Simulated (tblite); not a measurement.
C5H7NSSi.
Numbering: `[SiH3:1][S:2][c:3]1[cH:4][cH:5][n:6][cH:7][cH:8]1` (hydrogens: H9, H10, H11 on Si1; H12 on C4; H13 on C5; H14 on C7; H15 on C8)

Computed with GFN2-xTB (tblite), gas phase: Langevin dynamics at 400 K from the optimised GFN2-xTB geometry, time step 0.5 fs, friction 0.01 fs⁻¹, 2000 steps.

The start geometry, which sets the zero of energy:
```
atom  x, y, z in Å
Si1     2.932    0.342   -0.107
S2      1.489   -0.523    1.242
C3     -0.097   -0.282    0.510
C4     -1.209   -0.745    1.210
C5     -2.461   -0.570    0.652
N6     -2.667    0.015   -0.517
C7     -1.610    0.453   -1.176
C8     -0.308    0.335   -0.717
H9      2.862   -0.369   -1.377
H10     4.166    0.095    0.616
H11     2.629    1.761   -0.254
H12    -1.084   -1.229    2.166
H13    -3.347   -0.916    1.166
H14    -1.813    0.926   -2.128
H15     0.512    0.716   -1.307
```

Task: These frames come from the run, each turned onto the start geometry. Order them by potential energy, lowest first.
A.
```
atom  x, y, z in Å
Si1     2.932    0.339   -0.061
S2      1.532   -0.890    0.988
C3     -0.071   -0.402    0.409
C4     -1.147   -0.708    1.164
C5     -2.449   -0.414    0.733
N6     -2.658    0.045   -0.447
C7     -1.617    0.415   -1.196
C8     -0.337    0.150   -0.875
H9      3.195   -0.159   -1.477
H10     4.052    0.255    0.834
H11     2.420    1.738    0.038
H12    -1.029   -1.112    2.187
H13    -3.343   -0.682    1.321
H14    -1.938    0.963   -2.084
H15     0.454    0.472   -1.557
```
B.
```
atom  x, y, z in Å
Si1     2.759    0.263    0.727
S2      1.830   -0.744   -0.870
C3      0.043   -0.454   -0.524
C4     -0.506   -0.419    0.754
C5     -1.751    0.171    0.930
N6     -2.565    0.391   -0.075
C7     -2.119    0.128   -1.289
C8     -0.795   -0.199   -1.600
H9      3.455    1.412    0.217
H10     3.649   -0.655    1.408
H11     1.691    0.748    1.576
H12     0.071   -0.831    1.569
H13    -2.422    0.283    1.804
H14    -2.855    0.225   -2.052
H15    -0.490   -0.311   -2.597
```
C.
```
atom  x, y, z in Å
Si1     2.940    0.421   -0.099
S2      1.476   -0.774    1.064
C3     -0.112   -0.480    0.392
C4     -1.206   -0.907    1.135
C5     -2.494   -0.424    0.777
N6     -2.681    0.246   -0.349
C7     -1.591    0.532   -1.134
C8     -0.309    0.120   -0.865
H9      3.265   -0.251   -1.305
H10     3.954    0.466    0.968
H11     2.427    1.714   -0.529
H12    -1.014   -1.387    2.084
H13    -3.380   -0.654    1.284
H14    -1.865    1.138   -2.002
H15     0.586    0.247   -1.443
```
D.
```
atom  x, y, z in Å
Si1     2.797    0.358    0.354
S2      1.528   -1.297   -0.285
C3     -0.153   -0.661   -0.149
C4     -0.899   -0.803    1.037
C5     -2.087   -0.169    0.919
N6     -2.673    0.303   -0.150
C7     -1.936    0.416   -1.253
C8     -0.664    0.011   -1.258
H9      3.978    0.065   -0.513
H10     3.459    0.203    1.711
H11     2.215    1.641    0.078
H12    -0.396   -1.091    1.926
H13    -2.749   -0.140    1.792
H14    -2.345    0.958   -2.063
H15    -0.080    0.215   -2.168
```
E.
```
atom  x, y, z in Å
Si1     2.696    0.392    0.050
S2      1.644   -1.511    0.166
C3      0.008   -0.792    0.034
C4     -0.895   -0.778    1.086
C5     -2.117   -0.148    0.921
N6     -2.582    0.385   -0.233
C7     -1.718    0.450   -1.225
C8     -0.444   -0.096   -1.108
H9      3.899    0.196   -0.885
H10     2.961    0.396    1.527
H11     1.678    1.486   -0.026
H12    -0.609   -1.046    2.053
H13    -2.798   -0.176    1.753
H14    -1.854    1.114   -2.109
H15     0.126    0.137   -2.026
```

Result: A (0.335 eV), C (0.409 eV), B (0.586 eV), D (0.706 eV), E (0.846 eV).

In the order of the answer:

```
t (fs)  E above start (eV)  largest force (eV/Å)  rms force component (eV/Å)  rms distance from start (Å)  rms bond change (Å)  bond most changed (Å)
   125               0.335                  2.78                       0.800                        0.253                0.031          Si1–H9 +0.066
   175               0.409                  2.66                       0.711                        0.307                0.029          Si1–S2 +0.062
   950               0.586                  1.67                       0.583                        1.485                0.028           S2–C3 +0.080
   800               0.706                  3.10                       0.934                        0.925                0.031         Si1–H10 +0.067
   650               0.846                  1.56                       0.670                        0.870                0.032          Si1–H9 +0.078
```

What follows is the cost of the whole dynamics run. Hardware: one thread of an Arm Neoverse V1, no GPU, shared host with 32 logical CPUs at a one-minute load of 14. Cost: 16 s, 0.18 GiB resident at most.
